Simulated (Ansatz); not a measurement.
`C[CH2][Sn][NH2]` → `[CH2]` (triplet) + `[CH3][Sn][NH2]` at 600 K and 1 bar (formal loss of a carbene).

Program: Ansatz. Geometries: PBE0-D4/def2-TZVP. ΔE: electronic, gas phase. CBS: MP2 limit from def2 TZ/QZ plus the TZ coupled-cluster correction, frozen cores. This one scheme is used for every species. Triplets are unrestricted, without spin–orbit coupling. Elements past krypton have def2 core potentials. For Sn outer-core shells are correlated without core-valence functions, which leaves a few kJ/mol of doubt a bond. Each species was taken in one conformer, which may not be the lowest.

| species | CCSD(T)/CBS energy (Eh) | H − E (kJ/mol) | S (J/(mol·K)) |
| --- | --- | --- | --- |
| `C[CH2][Sn][NH2]` | -349.05917 | 293.8 | 441.8 |
| `[CH2]` (triplet) | -39.09499 | 66.5 | 220.8 |
| `[CH3][Sn][NH2]` | -309.80337 | 205.4 | 398.8 |

H − E and S are ideal-gas, rigid-rotor, harmonic terms from PBE0-D4/def2-TZVP, for one conformer and one mirror image of each species, with the whole ground term of open shells counted as degenerate. 1 Eh = 2625.50 kJ/mol, R = 8.31446 J/(mol·K).

Problem. By hand: ΔE, ΔH, ΔS and ΔG.

Solution. ΔE = (-39.09499) + (-309.80337) − (-349.05917) = 0.16081 Eh = 422.2 kJ/mol. Δ(H − E) = 66.5 + 205.4 − 293.8 = -21.9, so ΔH = 400.3 kJ/mol. ΔS = 220.8 + 398.8 − 441.8 = 177.8 J/(mol·K). ΔG = 400.3 − 600 × (177.8)/1000 = 293.6 kJ/mol.

Problem. By hand: the equilibrium constant, and the temperature at which ΔG would vanish if ΔH and ΔS stayed fixed.

Solution. log₁₀ K = −ΔG/(RT ln 10) = -25.6. ΔG = 0 at ΔH/ΔS = 2251 K.

The number of gas molecules changes by +1, which sets the sign of ΔS. A doubt of 5 kJ/mol in ΔE shifts log₁₀ K by 0.4 here. Other conformers and mirror images would add mixing entropy, several J/(mol·K) or more a flexible species. Modes under 60 cm⁻¹, often nearly free rotors, make the harmonic entropy too high. A triplet takes part, so the spin changes. These are equilibria of isolated gas molecules and say nothing of rates. Largest T1 diagnostic: 0.016 (customary marks: 0.02 for closed shells, 0.045 for open ones).
